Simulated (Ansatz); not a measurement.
C3H8STe (SMILES CC[Te]SC), singlet, at a GFN2-xTB geometry (all electrons, no relativity), with bond 8-3 at 2.4 times its length; CASSCF(2,3)/STO-3G (Ansatz, an electronic-structure program).

Ansatz was given this input:
Ansatz 0.2 input:
```yaml
crystal:
  periodic: [false, false, false]
  atoms:
    - {symbol: Te, position_ang: [-0.14953238, -0.08021630, 0.86548043]}
    - {symbol: C, position_ang: [-0.51798962, -1.89000829, -0.31165188]}
    - {symbol: C, position_ang: [-1.08104905, -1.60550628, -1.68623598]}
    - {symbol: H, position_ang: [-1.21115229, -2.47495830, 0.28654792]}
    - {symbol: H, position_ang: [0.42055141, -2.43267453, -0.38674957]}
    - {symbol: H, position_ang: [-0.37440605, -1.02026394, -2.27161621]}
    - {symbol: H, position_ang: [-2.02189193, -1.06122748, -1.62169739]}
    - {symbol: H, position_ang: [-1.51552587, -3.84784457, -2.95915998]}
    - {symbol: S, position_ang: [1.29529880, 0.95208153, -0.72581830]}
    - {symbol: C, position_ang: [0.18674547, 2.08570005, -1.62773765]}
    - {symbol: H, position_ang: [-0.61579933, 1.52954643, -2.10031012]}
    - {symbol: H, position_ang: [0.79964674, 2.56662845, -2.38294090]}
    - {symbol: H, position_ang: [-0.21020501, 2.82959333, -0.94474903]}
basis:
  gaussian:
    orbitals: STO-3G
hamiltonian:
  xc: hf
magnetization: {spin_polarized: false}
correlation: {active_space: {window: {electrons: 2, orbitals: 3}}}
```

Question: Predict the main parts of the log of this Ansatz run.

Answer: 
```
Functional definition: HF
709 factors; integrals over basis functions are off by at most 3.5e-5 eV
mean field evaluation 1: about -192022.1545 eV, gradient 2.5e1 eV
mean field evaluation 2: about -192022.2910 eV, gradient 2.5e1 eV
mean field evaluation 4: about -192026.8689 eV, gradient 3.1e0 eV
mean field evaluation 8: about -192026.9210 eV, gradient 1.1e-4 eV
mean field -192026.91769370 eV, -7056.8590647237 hartree, gradient 1.6e-6 eV, S^2 0.000000; 0 other end points of the search recorded, 0 dependent functions left out
reference -192026.91769370 eV, -7056.8590647237 hartree; 47, 47 occupied and 12, 12 virtual orbitals, 709 factors
state -192031.72869684 eV, -7057.0358658283 hartree
Total energy: -192031.72869684 eV, -7057.0358658283 hartree
```
